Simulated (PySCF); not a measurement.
# Computed vibrations of [ReO3(OH)2]−

[ReO3(OH)2]− (singlet). PySCF 2.14.0, RKS PBE, Re def2-SVP with ECP60, O def2-SVP, H def2-SVP; non-relativistic Hamiltonian with scalar-relativistic core potentials where named; density fitting; no spin-orbit coupling. Central differences of gradients.

```xyz
8

Re   -0.0070   -0.0008    0.0000
O    -0.9570   -0.1404    1.4667
O    -0.9570   -0.1404   -1.4667
O     1.7346    0.2518    0.0000
O    -0.1859    1.9951    0.0000
H     0.7143    2.3649    0.0000
O     0.4282   -1.9510    0.0000
H    -0.4109   -2.4514    0.0000
```

Run from Python with OMP_NUM_THREADS=2. Where DIIS fails, smearing, a level shift and second-order steps follow.
It took 3 min on 2 threads of Arm Neoverse V1 (shared host).

Question: What are the harmonic wavenumbers and infrared intensities?

Answer: Modes are labelled in Cs; negative numbers are unstable modes, those under 60 cm⁻¹ near the noise; a finer grid moves soft modes by up to 10 cm⁻¹.
```json
{"cm⁻¹": "-141", "km/mol": "–", "symmetry": "a''"}
{"cm⁻¹": "163", "km/mol": "63.3", "symmetry": "a''"}
{"cm⁻¹": "219", "km/mol": "3.3", "symmetry": "a'"}
{"cm⁻¹": "279", "km/mol": "108.8", "symmetry": "a'"}
{"cm⁻¹": "292", "km/mol": "8.8", "symmetry": "a''"}
{"cm⁻¹": "308", "km/mol": "5.0", "symmetry": "a'"}
{"cm⁻¹": "334", "km/mol": "5.8", "symmetry": "a''"}
{"cm⁻¹": "357", "km/mol": "2.5", "symmetry": "a'"}
{"cm⁻¹": "432", "km/mol": "71.7", "symmetry": "a''"}
{"cm⁻¹": "558", "km/mol": "55.3", "symmetry": "a'"}
{"cm⁻¹": "561", "km/mol": "176.6", "symmetry": "a'"}
{"cm⁻¹": "822", "km/mol": "114.3", "symmetry": "a'"}
{"cm⁻¹": "828", "km/mol": "82.2", "symmetry": "a'"}
{"cm⁻¹": "894", "km/mol": "183.7", "symmetry": "a''"}
{"cm⁻¹": "895", "km/mol": "188.9", "symmetry": "a'"}
{"cm⁻¹": "917", "km/mol": "19.6", "symmetry": "a'"}
{"cm⁻¹": "3684", "km/mol": "12.9", "symmetry": "a'"}
{"cm⁻¹": "3743", "km/mol": "23.3", "symmetry": "a'"}
```

Question: Is this a minimum?

Answer: No: 1 unstable; the lowest moves the atoms so:
```
Re   0.00  0.00  0.01
O    0.09  0.00  0.06
O   -0.09  0.00  0.06
O    0.00  0.00  0.19
O    0.00  0.00 -0.26
H    0.00  0.00  0.69
O    0.00  0.00 -0.15
H    0.00  0.00 -0.62
```
